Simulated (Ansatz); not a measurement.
Abridged output of a molecular run in Ansatz:

```
Functional definition: HF
880 factors; integrals over basis functions are off by at most 9.9e-4 eV
mean field evaluation 1: about -25817.8802 eV, gradient 3.9e1 eV
mean field evaluation 2: about -25817.9007 eV, gradient 3.9e1 eV
mean field evaluation 4: about -25820.9734 eV, gradient 2.6e0 eV
mean field evaluation 8: about -25821.0041 eV, gradient 1.6e-1 eV
mean field -25821.00422641 eV, -948.9044032153 hartree, gradient 1.3e-6 eV, S^2 0.000000; 0 other end points of the search recorded, 0 dependent functions left out
13 core orbitals not correlated: weight in the atoms' cores, before any rotation towards them, 1.000 or more for the frozen orbitals, at most 0.000 for the correlated occupied ones
reference -25821.00422641 eV, -948.9044032153 hartree; 15, 15 occupied and 65, 65 virtual orbitals, 880 factors
second order -18.20848836 eV of doubles, -0.00000000 eV of singles
cycle   1  -18.80561116 eV  change   -6.0e-1 eV  update   9.3e-2
cycle   2  -19.21580544 eV  change   -4.1e-1 eV  update   2.6e-2
cycle   3  -19.31781551 eV  change   -1.0e-1 eV  update   1.4e-2
cycle   4  -19.31331173 eV  change    4.5e-3 eV  update   3.1e-3
cycle   5  -19.31186301 eV  change    1.4e-3 eV  update   1.4e-3
cycle   6  -19.31207597 eV  change   -2.1e-4 eV  update   5.3e-4
cycle   7  -19.31192045 eV  change    1.6e-4 eV  update   2.1e-4
cycle   8  -19.31185974 eV  change    6.1e-5 eV  update   8.8e-5
cycle   9  -19.31189972 eV  change   -4.0e-5 eV  update   4.0e-5
cycle  10  -19.31190455 eV  change   -4.8e-6 eV  update   1.8e-5
perturbative correction -0.38112979 eV, -0.0140062615 hartree
Total energy: -25840.69726076 eV, -949.6281088791 hartree
```

Its atoms:

Z-matrix (Å, degrees):
```
Si
O 1 1.624
F 1 1.594 2 108.7
B 1 1.994 2 112.3 3 128.0
Cl 1 2.059 2 111.3 3 -115.6
H 2 0.959 1 119.5 3 51.1
H 4 1.193 1 120.7 2 -150.9
H 4 1.193 1 120.1 2 33.8
```

(1) Which basis set was used?
A. def2-SVPD
B. def2-TZVPP
C. cc-pV(Q+d)Z
D. def2-SVP

(2) Write the keys of the input that set method, charge and spin (a neutral closed shell needs none for the last two).

Results:

(1) D. It gives 93 functions.

(2) 
```yaml
correlation: {method: ccsd_t}
```
